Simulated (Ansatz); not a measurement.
```yaml
crystal:
  periodic: [false, false, false]
  atoms:
    - {symbol: F, position_ang: [0.234237, -2.009257, 0.780243]}
    - {symbol: Ga, position_ang: [0.063866, -0.278386, 0.221384]}
    - {symbol: S, position_ang: [1.604902, 0.488216, -0.754401]}
    - {symbol: Se, position_ang: [-2.077211, 0.510743, 0.592370]}
    - {symbol: H, position_ang: [2.542225, -0.501980, -0.551928]}
    - {symbol: H, position_ang: [-1.907112, 1.710311, -0.302244]}
basis:
  gaussian: {orbitals: x2c-TZVPPall}
hamiltonian: {xc: {name: B3LYP5}}
relax: {f_tol: 0.001, max_steps: 3}
```

```sh
$ ansatz run in.yaml --threads 2 --pin off --events-out ev --progress --plain --max-ram 32768MiB --backend cuda --devices 0, --max-vram 18GiB
```

Output, abridged:

```
Functional definition: B3LYP5
1389 factors; their error is unknown
mean field evaluation 1: about -132626.4528 eV, gradient 5.2e1 eV
mean field evaluation 2: about -132610.5462 eV, gradient 1.2e2 eV
mean field evaluation 4: about -132630.1987 eV, gradient 6.0e0 eV
mean field evaluation 8: about -132630.2344 eV, gradient 1.2e-1 eV
mean field evaluation 16: about -132630.6307 eV, gradient 3.0e-4 eV
mean field -132630.63066573 eV, -4874.0857766953 hartree, gradient 1.3e-5 eV, S^2 0.000000; 0 other end points of the search recorded, 0 dependent functions left out
reference -132630.63090115 eV, -4874.0857853467 hartree; 46, 46 occupied and 151, 151 virtual orbitals, 1389 factors
relax step   1: F+E_penalty+E_count = -132630.63066573 eV  Δ(F+E_penalty+E_count) = +0.000e0 eV  max|allowed force component| = 4.199e0 eV/Å  Δτ_max = 0.0000 Å  (30 SCF iters, accepted)
1389 factors; their error is unknown
mean field -132631.13289872 eV, -4874.1042334172 hartree, gradient 1.7e-5 eV, S^2 0.000000; 0 other end points of the search recorded, 0 dependent functions left out
reference -132631.13313647 eV, -4874.1042421543 hartree; 46, 46 occupied and 151, 151 virtual orbitals, 1389 factors
relax step   2: F+E_penalty+E_count = -132631.13289872 eV  Δ(F+E_penalty+E_count) = -5.022e-1 eV  max|allowed force component| = 8.492e-1 eV/Å  Δτ_max = 0.1665 Å  (35 SCF iters, accepted)
1389 factors; their error is unknown
mean field evaluation 32: about -132631.1556 eV, gradient 9.3e-4 eV
mean field -132631.15559291 eV, -4874.1050674133 hartree, gradient 1.7e-5 eV, S^2 0.000000; 0 other end points of the search recorded, 0 dependent functions left out
reference -132631.15582972 eV, -4874.1050761159 hartree; 46, 46 occupied and 151, 151 virtual orbitals, 1389 factors
relax step   3: F+E_penalty+E_count = -132631.15559291 eV  Δ(F+E_penalty+E_count) = -2.269e-2 eV  max|allowed force component| = 5.395e-1 eV/Å  Δτ_max = 0.1113 Å  (32 SCF iters, accepted)
Error: geometry relaxation did not converge after 3 steps: max|allowed force component| = 5.39e-1 eV/Å (threshold 1.0e-3). Raise `relax.max_steps` over both its present limit and 3, loosen `relax.f_tol`, or start from a geometry closer to equilibrium. Where this run's directory can be resumed (`checkpoint.write`), a resume goes on for up to `relax.max_steps` more
```

Task: What is wrong with this run?

Result: The relaxation is allowed too few steps for its threshold. No converged result was reached.

B3LYP here is the variant with VWN-RPA as its local correlation; programs differ in this.
